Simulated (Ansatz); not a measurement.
`C[SiH2][SiH](N)O` + `[SiH3]S` → `N[SiH](O)S[SiH3]` + `C[SiH3]`  (cleavage of the Si–Si bond)

Gas-phase electronic energies from Ansatz, PBE0-D4/def2-TZVP geometries. CCSD(T)/CBS is the MP2 limit (def2-TZVPP, def2-QZVPP) plus CCSD(T) − MP2 in def2-TZVPP, frozen cores. This one scheme is used for every species. DFT in def2-TZVPP. One conformer a species, not always the lowest.

(1) Is it downhill or uphill in electronic energy at CCSD(T)/CBS, and by how much? (Estimate.)

(2) What do these levels give: PBE0-D4, ωB97M-V, PBE0, CCSD(T)/def2-TZVPP, HF/def2-QZVPP, MP2/CBS(def2)? (Best estimate.)

Largest T1 diagnostic among the species: 0.011.

Results:

(1) Computed: Downhill: ΔE = -21.2 kcal/mol.

(2) Ansatz gave: PBE0-D4 -19.5, ωB97M-V -21.9, PBE0 -19.0, CCSD(T)/def2-TZVPP -20.7, HF/def2-QZVPP -22.2, MP2/CBS(def2) -23.7 kcal/mol.

From PBE to PBE0 (25 % exact exchange), in def2-TZVPP and without D4, ΔE moves by −1.4 kcal/mol. The D4 term adds −1.2 kcal/mol with B3LYP and −0.6 kcal/mol with PBE0; it sums over pairs of atoms, weighted by their polarisabilities, and B3LYP, whose exchange is more repulsive, gets the larger term.

B3LYP here is the variant with VWN-RPA as its local correlation; programs differ in this.
